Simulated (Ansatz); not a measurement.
Ansatz (a program for electronic structure) input for Ti(OH)4 (H4O4Ti), SMILES [Ti]([OH])([OH])([OH])[OH], multiplicity 1, PBE/def2-SVPD. Geometry: PBE-D3(BJ)/def2-SVP. The multiplicity is an assumed one; no other spin state was optimised. The isomer is the one that the SMILES or the coordinates give; other isomers of the formula were not compared. Other conformers were not sampled.

Ansatz 0.2 input:
```yaml
crystal:
  periodic: [false, false, false]
  atoms:
    - {symbol: Ti, position_ang: [0.00000000, 0.00000000, 0.00000000]}
    - {symbol: O, position_ang: [0.84980132, 1.19231219, -1.06272698]}
    - {symbol: H, position_ang: [0.86366195, 2.15473639, -0.91860447]}
    - {symbol: O, position_ang: [-1.19231219, 0.84980133, 1.06272697]}
    - {symbol: H, position_ang: [-2.15473640, 0.86366196, 0.91860446]}
    - {symbol: O, position_ang: [-0.84980132, -1.19231220, -1.06272697]}
    - {symbol: H, position_ang: [-0.86366195, -2.15473640, -0.91860445]}
    - {symbol: O, position_ang: [1.19231219, -0.84980132, 1.06272698]}
    - {symbol: H, position_ang: [2.15473640, -0.86366195, 0.91860446]}
basis:
  gaussian:
    orbitals: def2-SVPD
hamiltonian:
  xc: {name: PBE}
```

Log of the run:

```
WARN ansatz: RAYON_NUM_THREADS=1 ignored (pool sized by the plan → 1); use --threads N
Functional definition: PBE
integrals: 0.10 GiB planned
1372 factors; their error is unknown
mean field: 0.63 GiB planned
mean field evaluation 1: about -31324.9783 eV, gradient 1.2e2 eV
mean field evaluation 2: about -30793.6584 eV, gradient 5.0e2 eV
mean field evaluation 4: about -31336.7968 eV, gradient 9.5e1 eV
mean field evaluation 8: about -31352.3377 eV, gradient 1.4e-1 eV
mean field evaluation 16: about -31352.2928 eV, gradient 8.1e-5 eV
mean field -31352.29283245 eV, -1152.1755102451 hartree, gradient 6.7e-5 eV, S^2 0.000000; 0 other end points of the search recorded, 0 dependent functions left out
reference -31352.29288737 eV, -1152.1755122635 hartree; 29, 29 occupied and 129, 129 virtual orbitals, 1372 factors
Total energy: -31352.29288737 eV, -1152.1755122635 hartree
```

The calculation finished and met its thresholds.
